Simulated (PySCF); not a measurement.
Species: C6H6NS (doublet state).
Atom-mapped SMILES: `[N:1]#[C:2][C@@H:3]1[CH:4]=[CH:5][CH:6][C@@H:7]1[SH:8]` (hydrogens: H9 on C3; H10 on C4; H11 on C5; H12 on C6; H13 on C7; H14 on S8)

Cartesian coordinates in Å at the GFN2-xTB level; atoms count from 1:
```xyz
14
C6H6NS angstrom
N      0.0900    2.9918    0.5612
C     -0.1723    1.9904    0.0780
C     -0.5419    0.7105   -0.4831
C     -1.3226   -0.0891    0.5239
C     -0.7519   -1.3270    0.6838
C      0.3592   -1.4734   -0.1241
C      0.6496   -0.2139   -0.8368
S      2.3171    0.4418   -0.3061
H     -1.1449    0.9156   -1.3792
H     -2.1815    0.3064    1.0308
H     -1.1328   -2.0909    1.3381
H      0.9980   -2.3325   -0.1905
H      0.7931   -0.3256   -1.9129
H      2.0404    0.4956    0.9947
```

The hyperfine couplings belong to this conformer and change with its torsions.

Theory: PySCF, UKS B3LYP, pcH-1 on C H N S, non-relativistic, mean-field spin-orbit, GIAO. Isolated species at its GFN2-xTB geometry (one conformer only). Couplings are sensitive to structure, and on GFN2-xTB geometries they can be far from those on DFT ones. No stability test was run, so a lower SCF solution isn't excluded. ⟨S²⟩ is 0.774 where a pure state has 0.75.

Predict the first-order ENDOR lines of H9, H13, H10, H12, H11 and H14 under fast tumbling at B = 333.9 mT (X band).

ν± = |νn ± a/2|, one line for each electron-spin manifold; νn = |g_N| × 7.62259 MHz/T × B.

```
nuclei  isotope     g_N  νn (MHz)  a_iso (MHz)  lower line (MHz)  upper line (MHz)
    H9       1H  5.5857     14.22        62.90             17.23             45.66
   H13       1H  5.5857     14.22        52.82             12.20             40.63
   H10       1H  5.5857     14.22       -42.14              6.85             35.28
   H12       1H  5.5857     14.22       -41.32              6.44             34.87
   H11       1H  5.5857     14.22        10.53              8.95             19.48
   H14       1H  5.5857     14.22        -2.73             12.85             15.58
```

Which pairs are centred on the nuclear Larmor frequency, and which on half the coupling?

Centred on νn, since |a| < 2νn: H11 and H14. Centred on |a|/2 and split by 2νn: H9, H13, H10 and H12.

At what field would the lower line of H9 fall to zero frequency?

Where νn = |a|/2, that is B = 31.45 MHz/(5.5857 × 7.62259 MHz/T) = 739 mT, as far as first order holds there.
